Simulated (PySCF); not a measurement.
**Worked example: oscillator strength and radiative lifetime**

In(OH)2(SiH3) (H5InO2Si), SMILES [OH][In]([OH])[SiH3].

Coordinates come from a PBE0-D3(BJ)/def2-SVP optimisation. The structure was generated by enumeration; whether it is a known compound was not checked. The def2 effective core potentials stand for the cores of In; spin–orbit coupling is left out. Other conformers were not sampled.

PySCF with TDDFT-PBE0/def2-SVPD puts the first singlet state with f over 0.02 at 6.00 eV (vertical), with the transition dipole (0.443, -0.255, -0.563) in atomic units.

Task: Find the oscillator strength, the wavelength and the radiative lifetime that this transition would have in vacuum if emission retraced absorption.

Result: 
|μ|² = 0.5782 au, so |μ| = 1.93 D. ΔE = 6.00/27.211 = 0.2205 hartree. f = (2/3) ΔE |μ|² = 0.085 (the program prints 0.085).
λ = 1239.84/6.00 = 207 nm; ν = 48393 cm⁻¹.
Einstein's coefficient A = 0.6670 ν² f s⁻¹ (ν in cm⁻¹) = 1.3e8 s⁻¹, so τ = 1/A = 7.5 ns. This state is S5; the lower singlets have f = 0.000, 0.003, 0.000, 0.004. The figure is the radiative limit of this one transition; relaxation, internal conversion, crossing to triplets and a medium change what is measured.
